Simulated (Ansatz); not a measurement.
CH8Sn2, SMILES `[SnH3][CH2][SnH3]`, relaxed with RKS PBE-D4/def2-SVP in Ansatz 0.2.0 from a rough embedded geometry. The force threshold is 0.03 eV/Å; the program also tests the step.

Total charge 0; spin multiplicity 1. Sn: def2 effective core potential.

Start:

```xyz
11

Sn   -0.692   -1.056    1.157
C    -0.534    0.794    0.220
Sn    0.957    0.657   -1.268
H    -1.880   -0.997    2.411
H     0.822   -1.519    1.933
H    -1.152   -2.332    0.015
H    -0.221    1.568    0.951
H    -1.456    1.063   -0.251
H     0.527   -0.592   -2.491
H     2.500    0.213   -0.567
H     1.127    2.201   -2.109
```

| step | energy (eV) | largest force (eV/Å) | largest move (Å) |
| --- | --- | --- | --- |
| 1 | -12825.4283 | 1.705 | 0.000 |
| 2 | -12825.5259 | 0.791 | 0.195 |
| 3 | -12825.6059 | 0.349 | 0.152 |
| 4 | -12825.6413 | 0.058 | 0.067 |
| 5 | -12825.6429 | 0.024 | 0.013 |
| 6 | -12825.6452 | 0.115 | 0.037 |
| 7 | -12825.6466 | 0.003 | 0.028 |

End:

```xyz
11

Sn   -0.739   -1.134    1.251
C    -0.489    0.750    0.198
Sn    1.020    0.702   -1.365
H    -1.958   -0.988    2.472
H     0.760   -1.579    1.990
H    -1.202   -2.362    0.124
H    -0.213    1.533    0.933
H    -1.460    1.033   -0.257
H     0.590   -0.491   -2.541
H     2.549    0.288   -0.670
H     1.142    2.248   -2.136
```

It took 31 s on 4 threads of a server CPU on a shared host, with 0.18 GiB of host memory at the peak.
